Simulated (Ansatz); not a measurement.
`BCl` and `ClB[SeH]` differ in one atom or group.

Ansatz, PBE0-D4/def2-TZVP geometries, multiplicity 1. Each molecule was computed in one conformer, which needn't be the lowest.

Scalar relativity is left out up to krypton.

```json
{"property": "size of the dipole moment (PBE/def2-TZVPP) / D", "`BCl`": "0.37"}
{"property": "zero-point energy (PBE0-D4/def2-TZVP) / kJ/mol", "`BCl`": "55.4"}
{"property": "LUMO energy (ωB97M-V/def2-TZVPP) / eV", "`BCl`": "0.20"}
{"property": "HOMO–LUMO gap (PBE0/def2-TZVPP) / eV", "`BCl`": "6.83"}
{"property": "ideal-gas entropy at 298 K and 1 bar (rigid rotor, harmonic PBE0-D4/def2-TZVP) / J/(mol·K)", "`BCl`": "234"}
{"property": "LUMO energy (PBE/def2-TZVPP) / eV", "`BCl`": "-2.84"}
```

Task: Give the same properties after the change, and the shifts. (Best estimate.)

Result: The calculation gave: 
```json
{"property": "size of the dipole moment (PBE/def2-TZVPP) / D", "`ClB[SeH]`": "1.20", "shift": "0.83"}
{"property": "zero-point energy (PBE0-D4/def2-TZVP) / kJ/mol", "`ClB[SeH]`": "58.6", "shift": "3.2"}
{"property": "LUMO energy (ωB97M-V/def2-TZVPP) / eV", "`ClB[SeH]`": "0.56", "shift": "0.36"}
{"property": "HOMO–LUMO gap (PBE0/def2-TZVPP) / eV", "`ClB[SeH]`": "6.37", "shift": "-0.46"}
{"property": "ideal-gas entropy at 298 K and 1 bar (rigid rotor, harmonic PBE0-D4/def2-TZVP) / J/(mol·K)", "`ClB[SeH]`": "293", "shift": "59"}
{"property": "LUMO energy (PBE/def2-TZVPP) / eV", "`ClB[SeH]`": "-2.33", "shift": "0.51"}
```

With PBE0 the HOMO rises by 0.83 eV and the LUMO rises by 0.38 eV, so the gap narrows by about 0.45 eV. PBE moves the HOMO by 0.55 eV and ωB97M-V by 1.00 eV. The zero-point energy changes by 3.2 kJ/mol with +3 modes. Dipoles are sizes alone; their direction can turn.

Spin–orbit coupling is left out; it splits and shifts lone-pair levels of the heavy atoms by tenths of an eV.
